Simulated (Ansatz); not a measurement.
Consider the redistribution: `BC1=CB1` + `C[C@]1(Cl)[SiH2][C@@H]1F` → `CBC1=CB1` + `F[C@H]1[SiH2][C@@H]1Cl`.

Calculated with Ansatz (gas phase, PBE0-D4/def2-TZVP geometries, no zero-point term in ΔE). CBS: MP2 limit from def2 TZ/QZ plus the TZ coupled-cluster correction, frozen cores. DFT in def2-TZVPP. Each species was taken in one conformer, which may not be the lowest.

`BC1=CB1`:

Z-matrix (Å, degrees):
```
B
B 1 2.154
C 1 1.457 2 46.3
H 1 1.195 2 110.5 3 111.2
H 1 1.195 2 110.5 3 -111.2
C 2 1.444 1 95.2 3 0.0
H 2 1.178 1 110.1 3 -180.0
H 6 1.078 2 155.8 1 -180.0
```

`C[C@]1(Cl)[SiH2][C@@H]1F`:

Z-matrix (Å, degrees):
```
C
C 1 1.505
H 1 1.093 2 110.7
H 1 1.090 2 110.4 3 -120.3
H 1 1.093 2 110.4 3 119.2
Cl 2 1.774 1 112.6 3 179.7
Si 2 1.876 1 117.9 3 29.9
C 2 1.525 1 116.0 3 -45.3
H 7 1.476 2 121.4 1 151.4
H 7 1.477 2 115.6 1 0.4
F 8 1.367 2 117.1 1 -8.6
H 8 1.088 2 113.8 1 -140.3
```

`CBC1=CB1`:

```xyz
11

C    -0.160   -1.612    0.861
B     0.668   -0.609   -0.003
C     0.189    0.765   -0.346
C     0.046    2.104   -0.176
B    -0.602    1.574   -1.342
H    -0.318   -2.546    0.312
H    -1.123   -1.239    1.211
H     0.442   -1.893    1.735
H     1.716   -0.954   -0.477
H     0.383    2.821    0.559
H    -1.240    1.589   -2.335
```

`F[C@H]1[SiH2][C@@H]1Cl`:

Cartesian coordinates in Å:
```
F 0.589 -0.462 -1.971
C -0.155 0.015 -0.930
Si -0.480 -0.825 0.712
C 0.586 0.631 0.229
Cl 0.381 2.338 0.596
H -0.990 0.617 -1.286
H -1.820 -0.629 1.300
H 0.249 -2.041 1.121
H 1.639 0.356 0.228
```

```csv
level,ΔE (kJ/mol)
B2PLYP,-43.8
PBE0,-42.0
CCSD(T)/def2-TZVPP,-33.8
MP2/def2-QZVPP,-29.3
```

Task: What does CCSD(T)/CBS give? (An estimate is asked.)

Result: Computed: -34.0 kJ/mol. The listed levels differ from it by -9.8, -8.0, 0.2, 4.7 kJ/mol.

Largest T1 diagnostic among the species: 0.013.

The D4 term adds +7.6 kJ/mol with B3LYP and +3.8 kJ/mol with PBE0; it sums over pairs of atoms, weighted by their polarisabilities, and B3LYP, whose exchange is more repulsive, gets the larger term. From PBE to PBE0 (25 % exact exchange), in def2-TZVPP and without D4, ΔE moves by −3.5 kJ/mol.

B3LYP here is the variant with VWN-RPA as its local correlation; programs differ in this.
